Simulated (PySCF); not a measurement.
Work out the structure from these simulated measurements.

Formula: C4H11NOSi.

* UV, strongest line: among the 10 lowest singlet transitions: S2 at 6.42 eV (193 nm, f = 0.202) [TDDFT wB97X-D/def2-SVPD]
* 1H NMR: chemical shifts (computed TMS as zero) by class: 4.65 (2 H), 2.89 (3 H), 2.86 (3 H), 0.33 (3 H) ppm [GIAO PBE/pcSseg-1]
* NMR, other nuclei: isotropic shieldings of nuclei other than C and H, by class: 117 (1 N), -149 (1 O), 399 (1 Si) ppm [GIAO PBE/pcSseg-1]
* UV, first state: lowest singlet excitation: 4.92 eV (252 nm, f = 0.003) [TDDFT wB97X-D/def2-SVPD]
* 13C NMR: chemical shifts (computed TMS as zero) by class: 173.9 (1 C), 38.0 (1 C), 29.7 (1 C), -8.6 (1 C) ppm [GIAO PBE/pcSseg-1]
* Polarisability: 89.9 au [wB97X-D/def2-SVPD]
* Triplet: lowest triplet excitation (Tamm–Dancoff): 4.35 eV [TDA wB97X-D/def2-SVPD]
* Rotational structure: rotational constants A, B, C: 3.995, 1.349, 1.041 GHz [PBE0-D3(BJ)/def2-SVP]

Electronic properties: PySCF, gas phase, density fitting. Levels stand in brackets. Isolated species at its PBE0-D3(BJ)/def2-SVP geometry (one conformer only). Each NMR value is the plain mean over a class of atoms that symmetry, rotation or inversion makes alike.

Question: Give a SMILES that accounts for the data.

Answer: Numbering: `[CH3:1][SiH2:2][C:3](=[O:4])[N:5]([CH3:6])[CH3:7]`. Its formula, C4H11NOSi, gives 1 degree of unsaturation: 0 rings and 1 π bond in the structure found. 4 carbons fall into 4 classes; from least to most shielded: carbonyl carbon [C3] (173.9 ppm), N-methyl carbon [C7] (38.0 ppm), N-methyl carbon [C6] (29.7 ppm), Si-methyl carbon [C1] (-8.6 ppm). Hydrogen classes from least to most shielded: 2 H on an SiH2 silicon, Si2 (4.65 ppm), 3 H on an N-methyl carbon, C6 (2.89 ppm, a mean of values up to 2.9 ppm apart in this geometry), 3 H on an N-methyl carbon, C7 (2.86 ppm, a mean of values up to 0.6 ppm apart in this geometry), 3 H on an Si-methyl carbon, C1 (0.33 ppm). The other shieldings belong to: 117 ppm, nitrogen bound to a carbonyl carbon [N5]; -149 ppm, carbonyl oxygen [O4]; 399 ppm, SiH2 silicon [Si2]. By its constants the optimised geometry is an asymmetric top. Structure: `C[SiH2]C(=O)N(C)C`. Computed isomers that give other values at the same levels: `NC[C@@H]1CO[SiH2]C1` (lowest singlet excitation: 6.58 eV (189 nm, f = 0.026)). The assignments are read from this structure; whether some other isomer fits the data as well wasn't checked.

Conformer computed: `[CH3:1][SiH2:2][C:3](=[O:4])[N:5]([CH3:6])[CH3:7]`: C1–Si2–C3–O4 3°, Si2–C3–N5–C6 180°.
